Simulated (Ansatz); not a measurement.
Geometry optimisation, Ansatz 0.2.0, RKS r2SCAN-D4/def2-SVP.

Input file:

```yaml
crystal:
  periodic: [false, false, false]
  atoms:
    - { symbol: Mo, position_ang: [0.0, 0.0, 0.0] }
    - { symbol: Cl, position_ang: [0.0, 0.0, 2.31] }
    - { symbol: Cl, position_ang: [2.31, 0.0, 0.0] }
    - { symbol: F, position_ang: [0.0, 1.77, 0.0] }
    - { symbol: F, position_ang: [-1.77, 0.0, 0.0] }
    - { symbol: F, position_ang: [0.0, -1.77, 0.0] }
    - { symbol: F, position_ang: [0.0, 0.0, -1.77] }
basis:
  gaussian: { orbitals: def2-SVP }
hamiltonian:
  xc: r2scan
  dispersion: d4
relax:
  f_tol: 0.02
  max_steps: 40
```

Command:

```bash
$ ansatz run input.yaml --threads 4 --pin off --max-ram 5120MiB --backend cpu --events-out ev --progress --plain --runs-dir out
```

Question: Where does it end, and by what steps?

Answer: The run converged. After 3 steps the energy has fallen by 0.356 eV; F4 moved furthest, 0.07 Å.

```tsv
step	energy less start (eV)	largest force component (eV/Å)	accepted
0	0.0000	2.977	yes
1	-0.3259	0.989	yes
2	-0.3506	0.121	yes
3	-0.3560	0.018	yes
```

```xyz
7
Properties=species:S:1:pos:R:3
Mo 0.043 0.000 0.043
Cl -0.022 0.000 2.319
Cl 2.319 0.000 -0.022
F 0.004 1.835 0.004
F -1.799 0.000 -0.008
F 0.004 -1.835 0.004
F -0.008 0.000 -1.799
```

The run took 23 s on 4 threads of Arm Neoverse V1, with other jobs on the host, peak memory 0.23 GiB.
